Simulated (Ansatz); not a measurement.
**A ladder of methods for SbHCl (SMILES [Cl][SbH])**

The species is SbHCl (3 atoms), meant as a doublet with charge 0. SMILES: `[Cl][SbH]`. The coordinates come from a PBE0-D4/def2-TZVP relaxation.

```xyz
3

Cl    1.4336    0.3559    0.8150
Sb   -0.6275    0.6308   -0.2723
H    -0.8170   -1.0515   -0.5560
```

Each level gives the electronic atomisation energy (eV). The values are calculated. Electronic energies at fixed atoms, without zero-point motion or spin-orbit coupling.

```tsv
level	kind	program	value (eV)	CPU time (all runs)
UHF/STO-3G	Hartree–Fock	Ansatz	5.06	0.74 s
UBLYP/STO-3G	GGA	Ansatz	7.81	3.9 s
UB3LYP/STO-3G	global hybrid	Ansatz	7.65	4.4 s
U-wB97M-V/STO-3G	range-separated hybrid	Ansatz	8.04	43 s
UCAM-B3LYP/STO-3G	range-separated hybrid	Ansatz	7.58	5.3 s
UCCSD/STO-3G	coupled cluster or CI	Ansatz	?	1 s
UCCSDT(Q)/STO-3G	coupled cluster or CI	Ansatz	6.10	2.2 s
UCCSDT/STO-3G	coupled cluster or CI	Ansatz	6.10	1.6 s
FCI/STO-3G	exact in the basis	Ansatz	6.10	1 s
```

Estimate the missing values from the other rows.

As computed at these levels: UCCSD/STO-3G: 6.09 eV. All-electron rows without a relativistic Hamiltonian named are non-relativistic. The values span 5.06 to 8.04 eV. All rows use very small basis sets, so even the best lies far from the true value. In the correlated wave-function rows the outer d shell of Sb is correlated, in sets not made for it. Times are those of the runs behind each value, whatever else they computed, on shared processors of several kinds: orders of magnitude only.
